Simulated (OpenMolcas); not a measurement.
Au2+ (d9) among equal point charges was computed by CASSCF with the d shell active (OpenMolcas, ANO-RCC-VTZP on the metal). Its lowest spin-free states, and all those of the highest spin:

```json
{"2S+1": "2", "Degeneracy": "2", "E (cm-1)": "0.0"}
{"2S+1": "2", "Degeneracy": "3", "E (cm-1)": "3661"}
```

Question: Is the site octahedral, tetrahedral or cube-like, axial, or of lower symmetry?

Answer: The states with 2S+1 = 2 have orbital degeneracies 2, 3. Threefold states need a cubic site. For d9 at this spin an octahedron puts the twofold E below the threefold T2 and a tetrahedron or cube puts the threefold T2 below the twofold E, so the site is octahedral. The first gap at this spin, 3660 cm-1, is |10Dq| in ligand-field theory. The run had Au2+ among 6 point charges of -1 e arranged as an octahedron (Oh), 2.17 Å from the ion.

An orbital doublet at a regular site is open to a Jahn-Teller distortion, which this geometry leaves out. The ground term spreads over less than 5000 cm-1, several times less than with real ligands, so orbital moments are less quenched and χT lies further from the spin-only value than at real sites. This is an electrostatic model: the charges have no orbitals. No measured value stands beside these numbers.
